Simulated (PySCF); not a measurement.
PBE on V⁻ (vanadium, charge -1), [Ar] 3d4 4s2, high-spin 5D determinant. Computed with PySCF 2.14 in aug-cc-pwCVTZ-DK (10s9p7d4f3g, 127 functions), with the spin-free X2C one-electron Hamiltonian (Gaussian nucleus).

```
cycle= 1 E= -948.983187729775  delta_E= -0.0232  |g|= 0.186  |ddm|= 4.32
cycle= 2 E= -948.903585831634  delta_E= 0.0796  |g|= 0.512  |ddm|= 1.09
cycle= 3 E= -948.995903357358  delta_E= -0.0923  |g|= 0.025  |ddm|= 0.975
cycle= 4 E= -948.996143659008  delta_E= -0.00024  |g|= 0.00149  |ddm|= 0.0742
cycle= 5 E= -948.996146165607  delta_E= -2.51e-06  |g|= 0.000468  |ddm|= 0.0203
cycle= 6 E= -948.996145985755  delta_E= 1.8e-07  |g|= 0.000815  |ddm|= 0.00979
cycle= 7 E= -948.99614646488  delta_E= -4.79e-07  |g|= 4.2e-05  |ddm|= 0.00462
cycle= 8 E= -948.996146468323  delta_E= -3.44e-09  |g|= 6.44e-06  |ddm|= 0.00134
cycle= 9 E= -948.996146468475  delta_E= -1.52e-10  |g|= 2.44e-06  |ddm|= 0.000286
converged SCF energy = -948.996146468475  <S^2> = 6.058441  2S+1 = 5.023322
```

Highest occupied orbital energy: 1.967 eV; ⟨L²⟩ = 6.04; populations by l: s 8.00, p 12.00, d 4.00, f 0.00.

(1) Can this result be used?

Results:

(1) With care. Self-consistency was reached. At PBE the highest occupied level has a positive energy, so only the finite basis holds that electron; in a semilocal or global hybrid functional this comes from self-interaction and does not mean that the real anion is unbound.
